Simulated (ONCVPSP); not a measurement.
## u(r) = r·R(r): atom against pseudo-atom (Be)

Columns: radius, all-electron u(r) and pseudo u(r) of the 2s shell (level -18.02 eV) of beryllium in the configuration [He] 2s0.5; PBE, scalar-relativistic, ONCV scheme, ONCVPSP 4.0.1.

| r (bohr) | all-electron | pseudo |
| --- | --- | --- |
| 0.068 | -0.1902 | 0.0201 |
| 0.135 | -0.2837 | 0.0406 |
| 0.202 | -0.3135 | 0.0622 |
| 0.270 | -0.3002 | 0.0854 |
| 0.338 | -0.2578 | 0.1102 |
| 0.405 | -0.1981 | 0.1362 |
| 0.473 | -0.1265 | 0.1645 |
| 0.540 | -0.0505 | 0.1947 |
| 0.608 | 0.0286 | 0.2278 |
| 0.675 | 0.1057 | 0.2629 |
| 0.742 | 0.1803 | 0.2999 |
| 0.810 | 0.2520 | 0.3387 |
| 0.878 | 0.3189 | 0.3780 |
| 0.945 | 0.3796 | 0.4169 |
| 1.013 | 0.4355 | 0.4563 |
| 1.080 | 0.4849 | 0.4947 |
| 1.148 | 0.5291 | 0.5326 |
| 1.215 | 0.5672 | 0.5680 |
| 1.283 | 0.6005 | 0.6006 |
| 1.350 | 0.6285 | 0.6285 |
| 1.418 | 0.6523 | 0.6523 |
| 1.485 | 0.6715 | 0.6715 |
| 1.553 | 0.6869 | 0.6869 |
| 1.620 | 0.6982 | 0.6982 |
| 1.688 | 0.7060 | 0.7060 |
| 1.755 | 0.7102 | 0.7102 |

(1) How many radial nodes do the two functions have?

(2) At about which radius was the pseudo-wave matched?

(3) Is the pseudo-wave norm-conserving?

Results:

(1) The all-electron 2s function has n − l − 1 = 1; the pseudo-wave has 0, since the states of the same l below it are removed with the core.

(2) 1.35 bohr. The columns agree to 0.0005 from 1.28 bohr on; several derivatives are matched, so the curves merge somewhat inside the radius.

(3) Yes: the ONCV scheme keeps the norm inside the radius equal to the all-electron one, which fixes the energy derivative of the logarithmic derivative at the level.
